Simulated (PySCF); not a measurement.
## Two-component Hartree-Fock for F³⁺ (fluorine, charge +3)

Start: [He] 2s2 2p2; 2p1/2 filled at m_j = -1/2, +1/2. Calculated with PySCF 2.14 in x2c-QZVPPall-2c: generalised Hartree-Fock with the X2C-1e Hamiltonian and a Gaussian nucleus; one run each with spin-orbit coupling (SO) switched off, then screened by Boettger's factors.

| spinor shell | electrons | ε, spin-free (eV) | ε, screened SO (eV) | weight of nominal j (screened SO) | rms radius, screened SO (bohr) |
| --- | --- | --- | --- | --- | --- |
| 1s1/2 | 2 | -796.50 | -796.49 | 1.000 | 0.203 |
| 2s1/2 | 2 | -102.24 | -102.24 | 1.000 | 0.957 |
| 2p1/2 | 2 | -88.038 | -88.051 | 0.507 | 0.905 |

| quantity | spin-free | screened SO |
| --- | --- | --- |
| E (hartree) | -95.41064 | -95.41179 |
| M_J | 0 | 0 |
| ⟨J²⟩ | 2.003 | 1.973 |
| ⟨L²⟩ | 2.001 | 2.001 |
| ⟨S²⟩ | 2.002 | 2.002 |

The determinant has a definite M_J but mixes levels of different J.

Each row is a mean over spinors that exchange with the open shell spreads, by up to 12.104 eV (2s1/2).

Rows whose weight is well below 1 are mixtures of j = l ± 1/2: exchange outweighs spin-orbit coupling there, and the label is only the starting occupation.

Without spin-orbit coupling the j labels of p, d and f shells carry no meaning; the spin-free column gives the mean over the occupied spinors of each nl shell.
